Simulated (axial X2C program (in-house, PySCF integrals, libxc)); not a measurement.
**ZrF⁺: nuclear properties from DFT to coupled cluster**

Computed with an in-house all-electron X2C program for linear molecules (integrals from PySCF): two-component X2C with atomic mean-field Coulomb and Gaunt terms, Gaussian nuclei, basis Zr dyall-acv3z, F dyall-av3z with contracted cores.

R = 1.831 Å (near the PBE0 minimum at charge 1 of the determinant lowest at the starting distance; the state shown can have its own minimum elsewhere); state Ω = 1 (⟨Sz⟩ = -1.00, ⟨Lz⟩ = 2.00 at PBE0).

```tsv
level	Eeff magnitude (GV/cm)	Ws magnitude Zr (kHz)	A∥/gI Zr (MHz)	qzz Zr (a.u.)	A∥/gI F (MHz)
PBE0	0.155	0.0586	-1620	-0.92	-2.35
HF	0.803	0.338	-1600	-1.46	5.6
B3LYP	0.392	0.163	-1710	-0.86	-3.2
```

Eeff is the effective electric field on the electron electric dipole moment in this Ω state and Ws the scalar–pseudoscalar constant of the nucleus named (defined with the proton number Z and per Ω); A∥ (defined per Ω) follows by multiplying with gI = μI/(I μN); qzz is the electric field gradient, eQq0 = 234.96 MHz × Q/barn × qzz. The operators were transformed with the bare-nucleus X2C matrices; with these basis sets, hyperfine constants and field gradients can be off by tens of per cent, and where levels differ in sign neither size nor sign is settled.

Finite-field MP2, CCSD and CCSD(T), with 18 electrons correlated in 130 natural virtual spinors (MP2 remainder added):

```tsv
level	Eeff magnitude (GV/cm)	Ws magnitude Zr (kHz)	A∥/gI Zr (MHz)	qzz Zr (a.u.)	A∥/gI F (MHz)
MP2	0.747	0.315	-1670	-0.90	-5.4
CCSD	0.644	0.269	-1660	-1.10	-1.98
CCSD(T)	0.709	0.299	-1670	-1.03	-3.5
```

T1 = 0.017 (Lee–Taylor). One unrestricted determinant, the lowest of a limited PBE0 search, is the reference; the functionals treat spin collinearly. With several open shells it need not be a pure state. Eeff spreads by more than a factor of two over the levels. Correlation of the inner shells is missing, which matters for properties at the nucleus. Number of frozen shells: Zr 3 s, 2 p, 1 d; F 1 s.

(1) By how much does correlation change each value, CCSD(T) against HF?

## Answers

(1) Eeff magnitude -12 %; Ws magnitude Zr -12 %; A∥/gI Zr 4 %; qzz Zr -29 %; A∥/gI F from 5.6 to -3.5, a change of sign.
